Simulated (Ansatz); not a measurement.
Molecule: C3H10NSi (charge 0, doublet). It need not be the lowest isomer of its formula. SMILES: [Si](C)(C)(N)[CH2]
Coordinates optimised at B3LYP-D3(BJ)/def2-TZVP (Ansatz, a program for electronic structure):
```
Si
N 1 1.7402
H 2 1.0098 1 118.84
H 2 1.0098 3 109.64 1 -141.36
C 1 1.8526 2 113.53 3 -68.73
H 5 1.0861 1 123.15 2 88.00
H 5 1.0861 6 113.57 1 175.24
C 1 1.8717 2 106.67 3 51.02
H 8 1.0917 1 110.87 2 58.31
H 8 1.0921 9 108.32 1 -122.06
H 8 1.0932 9 107.86 10 -116.00
C 1 1.8718 2 106.63 3 171.51
H 12 1.0917 1 110.87 2 -58.19
H 12 1.0920 13 108.32 1 122.06
H 12 1.0932 13 107.86 14 116.00
```
Charge 0, spin multiplicity 2.

Atomisation energy built up term by term with Ansatz (kcal/mol; UHF references for open shells; valence terms freeze the core; atomic spin-orbit terms are left out). CBS marks a two-point X^-3 extrapolation of the correlation energy; Hartree-Fock from the larger set.

| term | basis | kcal/mol |
|---|---|---|
| Hartree-Fock | cc-pV(Q+d)Z | 995.78 |
| CCSD correlation | CBS(cc-pV(T+d)Z,cc-pV(Q+d)Z) | … |
| (T) | CBS(cc-pV(T+d)Z,cc-pV(Q+d)Z) | … |
| core correlation | cc-pwCVTZ | 4.19 |
| scalar relativity (X2C) | cc-pVTZ-DK against cc-pVTZ | -1.56 |
| sum: De |  | … |

Task: Complete the blanks.

Result: 
- CCSD correlation, kcal/mol: 313.55
- (T), kcal/mol: 16.54
- sum: De, kcal/mol: 1328.5
